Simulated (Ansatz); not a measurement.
The first iterations of a band of FH₄OSSi (8 atoms, charge 1, multiplicity 1).

Theory: RKS LDA/6-31G* in Ansatz.

```
movable images  : 8
climbing image  : no
spring          : 5.0 eV/Å²
optimiser       : quadratic models (default)
start path      : IDPP
force threshold : 0.03 eV/Å
iteration limit : 60
end points      : relaxed
```

Image 0:

```xyz
8
Properties=species:S:1:pos:R:3
O 0.149 1.155 -1.039
Si 0.318 0.536 0.435
F -0.903 0.729 1.418
S 0.089 -1.612 -0.290
H 0.372 2.075 -1.297
H 1.620 0.595 1.139
H -0.984 -1.345 -1.098
H -0.661 -2.132 0.731
```

Image 9:

```xyz
8
Properties=species:S:1:pos:R:3
O -0.103 1.324 -0.948
Si 0.177 0.564 0.436
F -0.745 0.913 1.667
S -0.800 -1.373 -0.264
H 0.104 2.258 -1.161
H 1.571 0.277 0.852
H 0.097 -1.711 -1.240
H -0.299 -2.252 0.658
```

| iteration | highest image above the first end (eV) | largest band force component (eV/Å) |
| --- | --- | --- |
| 1 | 0.923 | 1.105 |
| 2 | 0.704 | 0.791 |
| 3 | 0.674 | 0.300 |
| 4 | 0.674 | 0.122 |

Question: Does the band converge within its limit, and where does its top end?

Answer: The forces met the threshold. It ended after 12 iterations with the highest image 0.679 eV above the first end. No image climbed, so the highest image needn't sit at the top of the path.

Time of the run: 2.5 min on 1 thread of Arm Neoverse V1 (shared host), peak memory 0.14 GiB.
